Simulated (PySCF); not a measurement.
**Dipole response of Be⁺ (beryllium, charge +1)**

[He] 2s1, 2S determinant. Computed with PySCF 2.14 in aug-cc-pVDZ-DK (4s3p2d, 23 functions), with the spin-free X2C one-electron Hamiltonian (Gaussian nucleus). Coupled (time-dependent) response in atomic units; α is the mean over directions. A double-zeta set is small for polarisabilities.

| method | mean α (bohr³) | C₆ (like pair) | S(−4) |
| --- | --- | --- | --- |
| UHF | 25.30 | 72.89 | 1145 |
| PBE | 22.04 | 59.40 | 868.4 |
| PBE0 | 22.69 | 61.98 | 920.9 |
| PBEsol | 21.93 | 59.09 | 856.3 |
| wB97M-V | 20.50 | 47.46 | 967.8 |

S(−4) is the Cauchy moment in α(ω) = α(0) + S(−4) ω² + …

α(iu) at PBE0:

| u (hartree) | α(iu) (bohr³) |
| --- | --- |
| 0 | 22.69 |
| 0.0500 | 20.60 |
| 0.100 | 16.19 |
| 0.200 | 8.872 |
| 0.300 | 5.180 |
| 0.500 | 2.311 |
| 0.750 | 1.145 |
| 1.00 | 0.6819 |
| 1.50 | 0.3255 |
| 2.00 | 0.1934 |
| 3.00 | 0.09441 |
| 5.00 | 0.03864 |

A single London oscillator, α(iu) = α/(1 + u²/ω²), gives C₆ = (3/4) ω α². Matching the computed C₆ needs ω = 4 × 61.98 / (3 × 22.69²) = 0.161 hartree.

For an ion, C₆ is the dispersion term alone; charge-induced terms of lower order in 1/R come first.
